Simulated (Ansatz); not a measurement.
Isolated molecules relaxed with PBE0-D4/def2-TZVP in Ansatz; ΔE leaves out vibrations. CCSD(T)/CBS is the MP2 limit (def2-TZVPP, def2-QZVPP) plus CCSD(T) − MP2 in def2-TZVPP, frozen cores. This one scheme is used for every species. Functionals use def2-TZVPP. B3LYP here is the variant with VWN-RPA as its local correlation; programs differ in this. HSE06 is defined as in plane-wave codes. One conformer a species, not always the lowest.

Consider the ligand exchange at a B–C bond: `CC(Cl)B(F)F` + H₂S → `FB(F)S` + `CCCl`.

```csv
level,ΔE (eV)
BHLYP-D4,-0.65
PBE-QIDH,-0.69
PBE,-0.71
B3LYP,-0.69
r2SCANh,-0.70
HSE06,-0.71
CCSD/def2-SVP,-0.62
CCSD/def2-TZVPP,-0.62
```

Task: What does CCSD(T)/CBS give? (Best estimate.)

Result: Computed: -0.63 eV. The listed levels differ from it by -0.02, -0.06, -0.08, -0.06, -0.07, -0.08, 0.01, 0.01 eV.

Largest T1 diagnostic among the species: 0.013.

Leaving LDA and LC-ωPBE aside and taking each functional with its dispersion term where it has one, the values, not all of them listed here, spread over 0.07 eV, from B97M-V to ωB97M-V. LDA lies +0.06 eV from PBE without D4. The D4 term adds +0.04 eV with B3LYP and +0.03 eV with PBE0; it sums over pairs of atoms, weighted by their polarisabilities, and B3LYP, whose exchange is more repulsive, gets the larger term.
